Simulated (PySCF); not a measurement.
## Potential energy of TeP⁺ along the bond

Set-up: Te def2-SVPD with ECP28, P def2-SVPD; scalar-relativistic core potentials (PySCF 2.14). Energies in eV from Te⁺ + P in their ground configurations at the same level. All curves are PBE0. state 1: ¹Σ⁺ (singlet), closed shell; state 2: triplet, unpaired electrons π ↑↑, a mixture of terms (⟨Lz²⟩ = 2.0), a second solution, started from another occupation; state 3: triplet, unpaired electrons π ↑↑, a mixture of terms (⟨Lz²⟩ = 2.0), a second solution, started from another occupation; state 4: ⁵Σ⁺ (quintet), unpaired electrons π ↑↑↑↑, a second solution, started from another occupation.

| R (Å) | state 1 | state 2 | state 3 | state 4 |
| --- | --- | --- | --- | --- |
| 1.870 | -1.940 | 1.909 | 2.565 | 5.639 |
| 1.957 | -3.084 | 0.208 | 0.854 | 3.375 |
| 2.044 | -3.707 | -0.928 | -0.291 | 1.727 |
| 2.109 | -3.924 | -1.501 | -0.871 | 0.801 |
| 2.174 | -3.981 | -1.889 | -1.267 | 0.085 |
| 2.239 | -3.916 | -2.133 | -1.519 | -0.461 |
| 2.326 | -3.690 | -2.284 | -1.682 | -0.982 |
| 2.435 | -3.259 | -2.274 | -1.686 | -1.381 |
| 2.565 | -2.620 | -2.069 | -1.500 | -1.601 |
| 2.739 | -1.694 | -1.620 | -1.079 | -1.623 |

Q: Put a parabola through the three lowest points of the state 1 curve and estimate Re, k and ωe (reduced mass 25.01 u; 1 eV/Å² = 0.16022 mdyn/Å; ωe = 1302.8·√(k/μ) cm⁻¹).

A: Through R = 2.109, 2.174, 2.239 Å the second-order coefficient is 14.4 eV/Å², so Re ≈ 2.172 Å, k ≈ 4.63 mdyn/Å and ωe ≈ 560 cm⁻¹. A polynomial fit of higher order to the unrounded PBE0 energies gives Re = 2.169 Å, k = 4.68 mdyn/Å, ωe = 564 cm⁻¹; anharmonicity and rounding make the difference.

The higher-order fit for each curve: state 1: Re = 2.169 Å, ωe = 564 cm⁻¹, De = 3.98 eV; state 2: Re = 2.372 Å, ωe = 417 cm⁻¹, minimum 2.30 eV below the ground-state fragments; state 3: Re = 2.381 Å, ωe = 409 cm⁻¹, minimum 1.71 eV below the ground-state fragments; state 4: Re = 2.664 Å, ωe = 282 cm⁻¹, minimum 1.64 eV below the ground-state fragments.

Spin–orbit coupling is left out, which matters for elements this heavy, above all for dissociation energies. For an ion De counts to the pair picked by the measured ionisation energies or electron affinities, which need not be the lowest pair at this level.
